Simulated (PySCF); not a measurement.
Species: C4H7NO2Si.
Geometry (GFN2-xTB, Å), atoms numbered from 1 in this order:
```xyz
15
C4H7NO2Si angstrom
C     -3.0724   -0.8697   -0.0330
C     -1.7913   -0.5826   -0.2541
C     -1.2785    0.2962   -1.3106
N     -0.0198    0.4106   -1.4057
Si     0.6835   -0.6096   -0.1610
O      1.4927    0.1297    1.0165
C      2.8659    0.3791    1.0495
O     -0.7692   -1.0841    0.4740
H     -3.3717   -1.5316    0.7594
H     -3.8404   -0.4435   -0.6512
H     -1.9502    0.8247   -1.9729
H      1.3675   -1.7591   -0.7296
H      3.1255    1.1805    0.3551
H      3.4284   -0.5156    0.7764
H      3.1255    0.6773    2.0654
```

NICS is the negative of the GIAO shielding at a point without a nucleus: at the ring centre (0) and 1 Å above and below it (1); zz is the component along the ring normal. Level: GIAO PBE0/pcSseg-1 (PySCF, non-relativistic, gas phase) on the GFN2-xTB geometry, one conformer.

Ring bond lengths (Å), with Mayer bond orders in brackets: C2–C3 1.467 (1.03), C3–N4 1.268 (1.87), N4–Si5 1.756 (0.97), Si5–O8 1.655 (0.94), O8–C2 1.351 (0.99).

Task: What do the NICS probes read (ppm)?

Result: 
| ring | type | NICS(0) | NICS(1), two faces | NICS(1)zz, two faces | rms pucker (Å) | centre to ring atoms, mean (Å) |
| --- | --- | --- | --- | --- | --- | --- |
| C2–C3–N4–Si5–O8 | 5-membered ring with N, O and Si; formal bonds 1 double, 4 single | -2.9 | -4.6 / -4.3 | -6.7 / -5.3 | 0.02 | 1.27 |

Task: What can be read from them?

Result: 
- C2–C3–N4–Si5–O8: mean NICS(1)zz -6.0 ppm, shielded. Si5 has four or more neighbours, so the value isn't read as a sign of a π ring current.

Task: What is the mean of the two in-plane components of NICS at the first NICS(1) probe listed for ring C2–C3–N4–Si5–O8, 1 Å off the ring?

Result: The isotropic value is a third of the trace: (3 × -4.6 − (-6.7))/2 = -3.5 ppm.

Task: List the ring angles and the Hirshfeld charges of the ring atoms.

Result: 
- C2–C3–N4–Si5–O8: C2 110.2° (+0.062 e), C3 117.1° (+0.047 e), N4 107.0° (-0.277 e), Si5 95.0° (+0.492 e), O8 110.5° (-0.208 e); sum 539.8° against 540° for a flat convex ring.
